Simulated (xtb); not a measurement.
CH6OSiSn, SMILES C[O][Sn][SiH3] (connectivity only; charge and spin as stated), neutral, multiplicity 1. All values are semi-empirical tight-binding results from xtb (GFN2-xTB unless named), good for trends rather than for accurate numbers. Coordinates come from a GFN2-xTB optimisation. The structure was generated by enumeration; whether it is a known compound was not checked. Other conformers were not sampled.

Optimised geometry:

```xyz
10

Sn     0.1436     0.3022     0.7340
O      1.5375    -0.3373    -0.5783
C      1.6566    -0.8846    -1.8550
H      0.6847    -1.0892    -2.3109
H      2.2061    -0.1905    -2.4958
H      2.2202    -1.8189    -1.7923
Si    -1.9451    -0.2110    -0.7724
H     -2.0417    -1.6257    -1.2092
H     -1.9512     0.5265    -2.0602
H     -3.3087     0.0473    -0.2605
```
Charge 0, spin multiplicity 1.

For metal compounds this method's bond lengths and energies can be far off.

* **orbital gap**: 2.19 eV
* **zero-point energy**: 38.6 kcal/mol
* **G − E(el) at 298.15 K (modified RRHO)**: 17.0 kcal/mol

**Question.** Give the atomic charges and the Wiberg bond orders between heavy atoms. (The exact figures need the calculation; the answer reports its results.)

**Answer.** charges (e) Sn1 0.28, O2 -0.46, C3 0.06, H4 0.02, H5 0.02, H6 0.03, Si7 0.34, H8 -0.09, H9 -0.09, H10 -0.10. Bond orders Sn1–O2 1.11, O2–C3 1.01, Sn1–Si7 0.98.
